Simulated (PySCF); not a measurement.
Species: C6H5NO3.
Numbering: `[O:1]=[CH:2][O:3][c:4]1[cH:5][c:6]([OH:7])[cH:8][cH:9][n:10]1` (hydrogens: H11 on C2; H12 on C5; H13 on O7; H14 on C8; H15 on C9)

Cartesian coordinates in Å at the GFN2-xTB level; atoms count from 1:
```xyz
15
C6H5NO3 angstrom
O      2.5533   -1.6503    0.4443
C      2.8600   -0.6638   -0.1562
O      2.0945    0.3474   -0.5355
C      0.7371    0.4327   -0.2806
C     -0.0642   -0.6596    0.0218
C     -1.4215   -0.4259    0.2320
O     -2.2789   -1.4164    0.5381
C     -1.9055    0.8776    0.1171
C     -1.0058    1.8770   -0.1967
N      0.2852    1.6688   -0.3903
H      3.8882   -0.4446   -0.4925
H      0.3449   -1.6542    0.1009
H     -1.8138   -2.2612    0.6016
H     -2.9521    1.0766    0.2728
H     -1.3257    2.9041   -0.2987
```

Level of theory: TDDFT PBE0/def2-SVPD, vertical, gas phase, core orbitals frozen in the response in PySCF 2.14.0, density-fitted response routines.

Each state is given a Gaussian of 0.3 eV full width at half maximum, with ε(max) = 2.175×10⁸ f / Δν̃ (Δν̃ the width in cm⁻¹). The width is an assumption, not a result. The curve ends short of the highest state used, and states not computed would add to its high-energy end.

| λ (nm) | ε (L mol⁻¹ cm⁻¹) |
| --- | --- |
| 203.0 | 1951 |
| 204.4 | 2145 |
| 205.8 | 3214 |
| 207.2 | 5004 |
| 208.6 | 7267 |
| 210.0 | 9613 |
| 211.4 | 11558 |
| 212.8 | 12670 |
| 214.2 | 12714 |
| 215.6 | 11735 |
| 217.0 | 10013 |
| 218.4 | 7943 |
| 219.9 | 5760 |
| 221.3 | 4017 |
| 222.7 | 2668 |
| 224.1 | 1706 |
| 225.5 | 1063 |
| 226.9 | 654 |
| 228.3 | 403 |
| 229.7 | 252 |
| 231.1 | 162 |
| 232.5 | 106 |
| 233.9 | 71 |
| 235.3 | 48 |
| 236.7 | 33 |
| 238.1 | 22 |
| 239.5 | 14 |
| 240.9 | 9 |
| 242.3 | 5 |
| 243.7 | 3 |
| 245.1 | 2 |
| 246.5 | 1 |
| 247.9 | 1 |
| 249.3 | 0 |
| 250.7 | 0 |
| 252.1 | 0 |

**Question.** Locate the maxima and give the states behind the curve.

**Answer.** 214 nm (5.81 eV), ε about 13000, made up of S5 (98%) (ε in L mol⁻¹ cm⁻¹; maxima over ε = 5, shares over 10%). At its high-energy end, 6.11 eV, the curve is still rising (ε about 2000, from S5 and S6). The states used: S1 5.37 eV (f 0.0002); S2 5.41 eV (f 0.0004); S3 5.59 eV (f 0.0022); S4 5.65 eV (f 0.0053); S5 5.81 eV (f 0.140); S6 6.40 eV (f 0.165); S7 6.51 eV (f 0.263); S8 6.71 eV (f 0.0013).

**Question.** On this curve, what absorbance would a 10⁻⁴ mol/L sample give at 222 nm over a 1 cm path?

**Answer.** 222 nm is 5.585 eV, where ε is about 3300 L mol⁻¹ cm⁻¹, so A = ε c l ≈ 0.33 (Beer–Lambert, with the gas-phase spectrum and the assumed width).

**Question.** Coming from long wavelengths, where does ε first pass 100 L mol⁻¹ cm⁻¹?

**Answer.** At about 233 nm (5.33 eV), 0.04 eV below S1.

**Question.** What would ε be at 5.81 eV, the highest of these maxima, with half the width (0.15 eV)?

**Answer.** About 25200 L mol⁻¹ cm⁻¹ against 12800, a factor of about 1.96; a lone state at its own centre would give exactly 2.

One conformer stands for the species.
